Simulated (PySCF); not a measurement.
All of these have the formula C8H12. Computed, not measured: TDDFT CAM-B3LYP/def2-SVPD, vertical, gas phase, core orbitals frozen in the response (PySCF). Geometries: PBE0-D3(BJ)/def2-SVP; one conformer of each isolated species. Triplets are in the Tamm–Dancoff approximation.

Problem. Rank by computed LUMO energy, lowest first.
A. `C=C/C=C/C1CCC1`
B. `C=C(C)/C=C\C(=C)C`
C. `C#CCC1CCCC1`
D. `CCC(=C)/C=C\C=C`

Solution. D (-0.35 eV), B (0.03 eV), A (0.32 eV), C (1.32 eV).

| SMILES | LUMO (eV) | S1 (eV) | HOMO (eV) | T1 (eV) | first f ≥ 0.01 (nm) | S1 mainly |
| --- | --- | --- | --- | --- | --- | --- |
| C=C/C=C\C(=C)CC | -0.35 | 4.85 | -7.36 | 2.55 | 256 | H→L (98%) |
| C=C(C)/C=C\C(=C)C | 0.03 | 5.11 | -7.76 | – | 242 | H→L (98%) |
| C=C/C=C/C1CCC1 | 0.32 | 5.62 | -7.64 | 3.11 | 221 | H→L (98%) |
| C#CCC1CCCC1 | 1.32 | 6.47 | -9.00 | 5.34 | 165 | H→L+5 (29%) |

H and L stand for HOMO and LUMO; a dash means that no computed state gives the value.

- `C=C/C=C\C(=C)CC`: Löwdin shares by element: HOMO carbon 68% or more (atoms not listed hold the other 32%); LUMO carbon 64% or more (atoms not listed hold the other 36%).
- `C=C(C)/C=C\C(=C)C`: Löwdin shares by element: HOMO carbon 64% or more (atoms not listed hold the other 36%); LUMO carbon 57% or more (atoms not listed hold the other 43%).
- `C=C/C=C/C1CCC1`: Löwdin shares by element: HOMO carbon 80% or more (atoms not listed hold the other 20%); LUMO carbon 76% or more (atoms not listed hold the other 24%).
- `C#CCC1CCCC1`: Löwdin shares by element: HOMO carbon 84% or more (atoms not listed hold the other 16%); LUMO carbon 19% or more, hydrogen 17% or more (atoms not listed hold the other 64%).
